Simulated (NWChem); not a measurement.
## Atomisation of CHBrCl2

SMILES: ClC(Cl)Br
```xyz
5

Cl     1.3262    -0.1052    -1.4724
C      0.5109     0.4671     0.0000
Cl     1.3262    -0.1052     1.4724
Br    -1.3913    -0.0227     0.0000
H      0.5392     1.5693     0.0000
```
Charge 0, spin multiplicity 1.

Program: NWChem. The geometry was optimised at PBE/def2-SVP, a minimum by its harmonic frequencies.

Basis set: def2-TZVP. The atomisation energy is electronic alone: no zero-point, thermal, spin-orbit or counterpoise terms. No value is extrapolated to the basis-set limit. Free atoms are single determinants with multiplicities Cl 2, C 3, Br 2, H 2. Correlated methods freeze the same cores in atoms and molecule, 20 orbitals in all.

```csv
method,atomisation energy (kcal/mol),relative cost
PBE0,334.5,1
B3LYP,320.0,under 3
HF,210.3,under 3
PBE,346.7,under 3
BP86,343.0,under 3
BLYP,321.7,under 3
MP2,333.1,under 3
LC-wPBE (omega 0.3 per bohr),333.4,10
```

The values span 136.4 kcal/mol, from HF (lowest) to PBE (highest). The cost column gives rough processor time relative to PBE0; each entry includes its own SCF. Costs are the molecule's.

The Hamiltonian is non-relativistic. B3LYP has NWChem's definition, with VWN1-RPA local correlation. GW and range-separated runs recompute their integrals, the others keep them in memory, which bears on the times. The structure started from a generated list of species. No SCF solution was tested for a lower state. Open-shell Hartree-Fock references start from PBE0 orbitals; any time given for them includes that run.
